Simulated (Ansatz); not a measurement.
Input for Ansatz (a first-principles code): R-r2SCAN/def2-TZVPPD on HBr (SMILES Br). Files ending in .json are basis or fitting sets from the Basis Set Exchange.

Ansatz 0.2 input:
```yaml
crystal:
  periodic: [false, false, false]
  atoms:
    - {symbol: Br, position_ang: [0.28213495, -0.61514624, 4.13039079]}
    - {symbol: H, position_ang: [0.06018047, -0.45154071, 2.72170458]}
basis:
  gaussian:
    orbitals: def2-TZVPPD.json
hamiltonian:
  xc: {name: r2SCAN}
scf: {lower_state_search: off}
```

Output:

```
WARN ansatz: RAYON_NUM_THREADS=2 ignored (pool sized by the plan → 2); use --threads N
Functional definition: r2SCAN
these checks for a lower state are left out or cut short: stability, starts, cluster_reference, orbital_swaps, neighbouring_geometries, increment
integrals: 0.01 GiB planned
479 factors; their error is unknown
mean field: 0.17 GiB planned
mean field evaluation 1: about -70062.1727 eV, gradient 7.6e0 eV
mean field evaluation 2: about -70062.2480 eV, gradient 4.7e0 eV
mean field evaluation 4: about -70062.3056 eV, gradient 6.6e-2 eV
mean field evaluation 8: about -70062.2980 eV, gradient 1.4e-2 eV
mean field -70062.29802056 eV, -2574.7419623242 hartree, gradient 1.7e-6 eV, S^2 0.000000; 0 other end points of the search recorded, 0 dependent functions left out
reference -70062.29803204 eV, -2574.7419627463 hartree; 18, 18 occupied and 56, 56 virtual orbitals, 479 factors
Total energy: -70062.29803204 eV, -2574.7419627463 hartree
Checks for a lower state left out: stability, starts, cluster_reference, orbital_swaps, neighbouring_geometries, increment
```

The run converged.

Cost: roughly 0.6 core-seconds.
